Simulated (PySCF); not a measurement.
Al(Cl)(H)(NCO) (CHAlClNO), SMILES O=C=[N][AlH][Cl].

Coordinates come from a PBE0-D3(BJ)/def2-SVP optimisation. The values are those of a single conformer.

Calculation: r2SCAN/def2-TZVP in PySCF.

Symmetry labels are those of the subgroup Cs that the program uses (full group Cs).

Computed valence orbital energies around the gap with their symmetry:
| orbital | symmetry | energy (eV) |
|---|---|---|
| HOMO−7 | A" | -11.92 |
| HOMO−6 | A' | -11.90 |
| HOMO−5 | A' | -10.63 |
| HOMO−4 | A' | -9.28 |
| HOMO−3 | A" | -8.80 |
| HOMO−2 | A' | -8.38 |
| HOMO−1 | A" | -8.02 |
| HOMO | A' | -7.79 |
| LUMO | A" | -2.01 |
| LUMO+1 | A' | -0.76 |
| LUMO+2 | A' | 0.00 |
| LUMO+3 | A" | 0.86 |
